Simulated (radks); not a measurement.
Q: The table gives one normalised radial function P(r) = r R(r) (large component) of Pd in [Kr] 4d10 (r in bohr). Calculated with a radial shooting solver on a logarithmic mesh with Libxc functionals: Dirac Kohn-Sham, LDA (Slater exchange, Perdew-Wang correlation), spin-unpolarised, spherical densities, finite nucleus; Fermi nuclear charge, rms radius 4.5318 fm.

r,P
0.002037,0.0020
0.002783,0.0036
0.003832,0.0065
0.005235,0.0117
0.007152,0.0207
0.00977,0.0361
0.01335,0.0614
0.01824,0.1014
0.02491,0.1602
0.03431,0.2405
0.04687,0.3266
0.06403,0.3874
0.08748,0.3634
0.1195,0.1895
0.1633,-0.1409
0.223,-0.4910
0.3072,-0.5821
0.4196,-0.2000
0.5733,0.4997
0.7832,1.0353
1.07,1.0463
1.462,0.6706
1.997,0.2849
2.75,0.0744
3.757,0.0115
5.133,0.0009
7.012,0.0000
9.579,0.0000
13.09,0.0000
17.88,0.0000

Which n and l does it have? It may be an empty orbital.

A: n = 4, l = 1: the number of nodes gives n - l - 1 = 2, the rise at small r points to l (this Dirac orbital starts outside the nucleus as r^gamma with gamma = sqrt((l + 1)^2 - (Z/c)^2) = 1.97; the j = 3/2 orbital of l + 1 starts with the same power, but with a smaller coefficient, and then steepens), and the extent must fit the shell. The curve is that of 4p3/2; the two j differ most near the nucleus, where j = l - 1/2 has the larger amplitude, and in heavy atoms j = l - 1/2 is also the more compact. 4p3/2: eigenvalue -49.939 eV, 2 radial nodes at r = 0.145, 0.462 bohr, <r> = 1.05 bohr, 90 % of the charge inside 1.57 bohr.
